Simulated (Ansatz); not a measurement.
Input for Ansatz (development build ahead of 0.2.0):

```yaml
crystal:
  periodic: [false, false, false]
  atoms:
    - { symbol: H, position_ang: [0.0, 0.0, -1.44623] }
    - { symbol: Be, position_ang: [0.0, 0.0, 0.0] }
    - { symbol: H, position_ang: [0.0, 0.0, 1.44623] }
basis:
  gaussian: { orbitals: cc-pVTZ }
hamiltonian:
  xc: hf
correlation:
  method: mp2
  frozen_orbitals: { Be: 0, H: 0 }
```

The input is written out in the form of the current development build from the run's settings.

Output:

| Property | Result |
| --- | --- |
| Converged | yes |
| Reference energy | -15.76493 hartree |
| Correlation energy | -0.06771 hartree |
| Total energy | -15.83264 hartree |
| Spin squared of the determinant | 0.000 |
